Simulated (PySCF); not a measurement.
Computed shifts of a molecule C₃H₆BFO, HF/pcSseg-1 in PySCF, GIAO, gas phase, atoms alike by connectivity averaged where their shifts nearly agree, in ppm (number of nuclei): ¹³C: 150.1 (1), 125.9 (1), 20.5 (1). ¹H: 6.43 (1), 5.73 (1), 5.73 (1), 5.65 (1), 1.96 (2). ¹⁹F: -72.0 (1). References: ¹¹B against BF3 (σ = 102.7 ppm); ¹³C against TMS (σ = 192.6 ppm); ¹H against TMS (σ = 31.99 ppm); ¹⁹F against CFCl3 (σ = 238.5 ppm); ¹⁷O against H2O (σ = 333.0 ppm), references at their B3LYP-D3(BJ)/def2-TZVP geometries, non-relativistic. Geometry optimised at B3LYP-D3(BJ)/def2-SVP. The values are those of a single conformer.

**Question.** Which structure fits?
A. OC1CB(F)C1
B. CB(F)C(C)=O
C. C=CB(O)CF
D. C=CCB(O)F

**Answer.** D, C=CCB(O)F
